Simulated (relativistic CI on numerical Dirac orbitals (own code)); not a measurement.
**Tl XLVII: sensitivity of the levels to the model**

Base calculation: Dirac-Coulomb-Breit CI, KLI orbitals optimised for each configuration, a model potential for QED, unscaled Slater integrals.

Configurations in the expansion (outside the closed core [Ar] 3d10): 4s²4p⁵, 4s4p⁶, 4s²4p⁴4d, 4s4p⁵4d, 4s²4p⁴4f, 4s4p⁵4f, 4p⁶4d, 4s4p⁴4d², 4s²4p³4d4f, 4p⁶4f, 4p⁵4d4f, 4s4p⁴4f², 4s²4p⁴5s, 4p⁶5s, 4s²4p⁴5p, 4s4p⁴4d5s, 4s²4p³4f5s, 4s4p⁵5s, 4s²4p⁴5d, 4s4p⁵5p, 4s²4p⁴5f, 4s²4p⁴5g, 4s4p⁵5d, 4p⁵4f5s, 4s4p⁵5f, 4s²4p⁴6s, 4s4p⁵5g, 4s²4p³4d², 4s²4p²4d³, 4s4p³4d³, 4s²4p²4d²4f, 4s4p³4d²4f, 4s²4p²4d²5s, 4p⁵4d², 4p⁴4d³, 4p⁴4d²4f, 4p⁴4d²5s, 4p⁵4d5s, 4p⁴4d4f5s, 4p⁴4d5s², 4s²4p³5s², 4s²4p²4d5s², 4s4p³4d5s², 4s²4p²4f5s², 4s4p³4f5s². Double excitations out of closed p, d and f shells are left out; levels of such configurations are missing from the list, as are those of other unlisted configurations, and high levels can miss mixing partners. These lack a partner that the ground configuration has and come out too high: 4s²4p⁴5p, 4s4p⁵5s, 4s²4p⁴5d, 4s4p⁵5p, 4s²4p⁴5f.

The lowest level and the first level of each name with at least 55 % of one term (blank where a level has no safe partner in the second run):

```json
{"Level": "4s²4p⁵ ²P°3/2", "Base (cm⁻¹)": "0", "Shift (cm⁻¹)": "0"}
{"Level": "4s²4p⁵ ²P°1/2", "Base (cm⁻¹)": "1220498", "Shift (cm⁻¹)": "+19"}
{"Level": "4s²4p⁴4d ²D3/2", "Base (cm⁻¹)": "1531387", "Shift (cm⁻¹)": "+1734"}
{"Level": "4s²4p⁴4d ⁴F9/2", "Base (cm⁻¹)": "1683415", "Shift (cm⁻¹)": "+1732"}
{"Level": "4s4p⁶ ²S1/2", "Base (cm⁻¹)": "2245996", "Shift (cm⁻¹)": "+817"}
{"Level": "4s²4p⁴4d ⁴D1/2", "Base (cm⁻¹)": "2578304", "Shift (cm⁻¹)": "+1743"}
{"Level": "4s²4p⁴4d ²G7/2", "Base (cm⁻¹)": "2671266", "Shift (cm⁻¹)": "+1761"}
{"Level": "4s²4p⁴4d ²G9/2", "Base (cm⁻¹)": "2923850", "Shift (cm⁻¹)": "+1756"}
```

At this charge energies of transitions that change n are usually good to better than 1 %, and those within a shell (Δn = 0) to a few per cent.

Question: One thing was changed in a second run, which moved the levels as shown. Which?
A. P86 correlation estimate
B. configuration mixing switched off
C. Breit term removed
D. QED terms removed

Answer: A. P86 correlation estimate. A correlation estimate moves all levels of a configuration together before mixing; mixed levels move by a weighted share.

LS names give the leading component of a level, which can be under half, so a name can repeat, a term be missing and a line seem to break the LS rules.
